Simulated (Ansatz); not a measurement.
SnEt3Br (C6H15BrSn). Charge 0, multiplicity 1. Geometry PBE-D4/def2-SVP.

```xyz
23

Sn   -0.0245   -0.0120   -0.0347
C     0.5283    0.9189   -1.9362
C    -0.6686    1.5083   -2.6818
H     1.0310    0.1286   -2.5319
H     1.2940    1.6905   -1.7054
H    -0.3644    1.9362   -3.6615
H    -1.4415    0.7376   -2.8796
H    -1.1548    2.3236   -2.1066
C    -0.9856    1.3391    1.3926
C    -1.5900    0.6039    2.5885
H    -1.7600    1.8905    0.8193
H    -0.2200    2.0813    1.7055
H    -2.1105    1.3061    3.2752
H    -2.3312   -0.1552    2.2643
H    -0.8163    0.0778    3.1858
C     1.5143   -1.3029    0.8360
C     1.7993   -2.5482   -0.0027
H     1.1549   -1.5696    1.8518
H     2.4214   -0.6743    0.9656
H     2.5528   -3.2017    0.4876
H     0.8813   -3.1512   -0.1564
H     2.1946   -2.2904   -1.0072
Br   -1.9044   -1.6369   -0.6683
```

In the def2 sets Sn takes a core potential; there is no spin–orbit coupling.

Q: Estimate the orbital energies around the gap (eV) in Ansatz with PBE-D4/def2-SVP, PBE-D4/def2-TZVP, r2SCANh-D4/def2-TZVP, PBE0-D4/def2-SVP, PBE0-D4/def2-TZVP.

A: 
| orbital | PBE-D4/def2-SVP | PBE-D4/def2-TZVP | r2SCANh-D4/def2-TZVP | PBE0-D4/def2-SVP | PBE0-D4/def2-TZVP |
| --- | --- | --- | --- | --- | --- |
| HOMO−5 | -8.27 | -8.37 | -9.24 | -9.77 | -9.82 |
| HOMO−4 | -7.23 | -7.33 | -8.06 | -8.44 | -8.50 |
| HOMO−3 | -6.62 | -6.75 | -7.51 | -7.93 | -8.01 |
| HOMO−2 | -6.61 | -6.73 | -7.49 | -7.91 | -7.99 |
| HOMO−1 | -6.00 | -6.14 | -6.82 | -7.23 | -7.30 |
| HOMO | -5.98 | -6.13 | -6.81 | -7.21 | -7.29 |
| LUMO | -0.89 | -1.14 | -0.56 | -0.01 | -0.24 |
| LUMO+1 | -0.40 | -0.69 | -0.06 | 0.42 | 0.09 |
| LUMO+2 | 0.57 | 0.07 | 0.80 | 1.37 | 0.83 |
| LUMO+3 | 0.60 | 0.10 | 0.83 | 1.40 | 0.86 |
| LUMO+4 | 0.99 | 0.53 | 1.42 | 1.87 | 1.38 |
| LUMO+5 | 1.96 | 1.12 | 2.01 | 2.85 | 1.91 |
